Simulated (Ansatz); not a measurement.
Coupled-cluster run, `[Cl][Ga]1[CH2]S[CH2]1`.

```yaml
crystal:
  periodic: [false, false, false]
  atoms:
    - {symbol: Cl, position_ang: [-1.609844, -1.607361, -2.230692]}
    - {symbol: Ga, position_ang: [-0.523578, -0.532565, -0.735761]}
    - {symbol: C, position_ang: [0.940620, 0.800895, -0.704755]}
    - {symbol: S, position_ang: [0.824755, 0.800059, 1.118905]}
    - {symbol: C, position_ang: [-0.527875, -0.422414, 1.241814]}
    - {symbol: H, position_ang: [1.915800, 0.463251, -1.058882]}
    - {symbol: H, position_ang: [0.718836, 1.779008, -1.134324]}
    - {symbol: H, position_ang: [-1.423331, -0.005495, 1.705235]}
    - {symbol: H, position_ang: [-0.226883, -1.321681, 1.781359]}
basis:
  gaussian: {orbitals: def2-SVP}
correlation: {method: ccsd_t}
```

```sh
$ ansatz run in.yaml --threads 4 --pin off --events-out ev --progress --plain --max-ram 10444MiB
```

Output of Ansatz, abridged:

```
Functional definition: HF
1143 factors; integrals over basis functions are off by at most 7.1e-4 eV
mean field evaluation 1: about -77762.6644 eV, gradient 2.4e1 eV
mean field evaluation 2: about -77762.7205 eV, gradient 2.4e1 eV
mean field evaluation 4: about -77764.6247 eV, gradient 3.6e0 eV
mean field evaluation 8: about -77764.6631 eV, gradient 2.9e-4 eV
mean field -77764.66314772 eV, -2857.7986598968 hartree, gradient 3.2e-6 eV, S^2 0.000000; 0 other end points of the search recorded, 0 dependent functions left out
21 core orbitals not correlated: weight in the atoms' cores, before any rotation towards them, 1.000 or more for the frozen orbitals, at most 0.000 for the correlated occupied ones
reference -77764.66314772 eV, -2857.7986598968 hartree; 19, 19 occupied and 76, 76 virtual orbitals, 1143 factors
second order -20.30418935 eV of doubles, -0.00000000 eV of singles
cycle   1  -20.56263569 eV  change   -2.6e-1 eV  update   1.1e-1
cycle   2  -21.15863796 eV  change   -6.0e-1 eV  update   3.2e-2
cycle   3  -21.25687373 eV  change   -9.8e-2 eV  update   1.5e-2
cycle   4  -21.25451245 eV  change    2.4e-3 eV  update   3.6e-3
cycle   5  -21.25331616 eV  change    1.2e-3 eV  update   1.4e-3
cycle   6  -21.25317885 eV  change    1.4e-4 eV  update   5.4e-4
cycle   7  -21.25301161 eV  change    1.7e-4 eV  update   2.2e-4
cycle   8  -21.25304853 eV  change   -3.7e-5 eV  update   8.8e-5
cycle   9  -21.25305109 eV  change   -2.6e-6 eV  update   3.2e-5
perturbative correction -0.72527129 eV, -0.0266532284 hartree
Total energy: -77786.64147010 eV, -2858.6063483470 hartree
```

It took 2.8 s on 4 threads of an Intel Xeon Platinum 8488C on a shared host, with 0.46 GiB of host memory at the peak.

MP2 recovers 92.4 % of the CCSD(T) correlation energy and the triples give 3.3 %; T1 = 0.0115.
